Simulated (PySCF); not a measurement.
BrClH4N2Si, SMILES N[Si](N)(Cl)Br. The structure is a stationary point at PBE-D3(BJ)/def2-SVP. This is a generated structure with no PubChem entry under its InChIKey; it may be hypothetical. One conformer was computed; it need not be the lowest.

Method: PBE-D3(BJ)/def2-SVP (PySCF 2.14.0).

Harmonic wavenumbers (cm⁻¹): 130, 164, 219, 223, 244, 264, 380, 405, 417, 446, 524, 801, 813, 860, 926, 1475, 1480, 3489, 3491, 3593, 3595. Rotational constants (GHz): 2.500, 1.237, 1.063; symmetry number 1.

Problem. Work out the zero-point energy and the ideal-gas rigid-rotor harmonic-oscillator thermochemistry at 298.15 K and 1 atm.

Solution. ZPE = ½ Σ hcν = ½ × 23938 cm⁻¹ = 34.22 kcal/mol. H − E(el) = 39.73 kcal/mol. Entropy in cal/(mol K): translation 41.39, rotation 28.97, vibration 17.78, total 88.14. G − E(el) = 13.45 kcal/mol. Cp = 28.32 cal/(mol K). Modes under 150 cm⁻¹ make the vibrational entropy uncertain.
